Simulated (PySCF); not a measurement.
Functional dependence of a UV spectrum

Species: SiF₄.
InChI=1S/F4Si/c1-5(2,3)4

Linear-response calculations in the def2-SVPD basis (PySCF; singlets by full response, triplets Tamm–Dancoff, core orbitals frozen in the response; HF means time-dependent Hartree–Fock). 'Strongest' is the level of largest summed f among the singlets computed (10 roots, of which the last may lack a degenerate partner); it can jump between rows when another state enters that window. S1 is the lowest singlet of each run and needn't be the same state throughout; f(S1) is that of one state. Geometry: PBE0-D3(BJ)/def2-SVP; no solvent, vibrations or thermal averaging.

| functional | kind | S1 (eV) | f(S1) | strongest (eV) | T1 (eV) | HOMO (eV) | gap (eV) | ionisation energy, ΔSCF (eV) |
| --- | --- | --- | --- | --- | --- | --- | --- | --- |
| LDA | LDA | 9.54 | 0.000 | 10.62 | 9.33 | -11.04 | 9.43 | 15.13 |
| PBE | GGA | 9.45 | 0.000 | 10.51 | 9.22 | -10.79 | 9.36 | 14.81 |
| B3LYP | global hybrid, 20% exact exchange | 10.48 | 0.000 | 11.57 | 10.19 | -12.64 | 11.76 | 15.52 |
| PBE0 | global hybrid, 25% exact exchange | 10.81 | 0.000 | 11.91 | 10.49 | -12.98 | 12.46 | 15.70 |
| BHandHLYP | global hybrid, 50% exact exchange | 11.86 | 0.000 | 12.97 | 11.45 | -15.14 | 15.23 | not settled |
| CAM-B3LYP | range-separated hybrid | 10.92 | 0.000 | 12.06 | 10.56 | -14.55 | 14.72 | not settled |
| wB97X-D | range-separated hybrid | 11.18 | 0.000 | 12.29 | 10.86 | -14.97 | 16.23 | 15.87 |
| HF | Hartree–Fock | 13.84 | 0.000 | 14.90 | 13.24 | -18.70 | 20.55 | not settled |

What does LC-wPBE (range-separated hybrid) give?

S1 (eV) 11.32, f(S1) 0.000, strongest (eV) 12.47, T1 (eV) 10.90, HOMO (eV) -15.82, gap (eV) 17.21, ionisation energy, ΔSCF (eV) not settled. S1 runs from 9.45 eV (PBE) to 13.84 eV (HF), a spread of 4.39 eV, while the orbital gap spreads over 11.2 eV. Along PBE (0%), B3LYP (20%), PBE0 (25%), BHandHLYP (50%), HF (100%) S1 rises with the share of exact exchange. −ε(HOMO) comes closest to its own ΔSCF ionisation energy with wB97X-D (-0.90 eV) and misses most with LDA (-4.09 eV). 'Not settled' means that the ion's SCF failed to converge or may have ended in another state than the lowest.
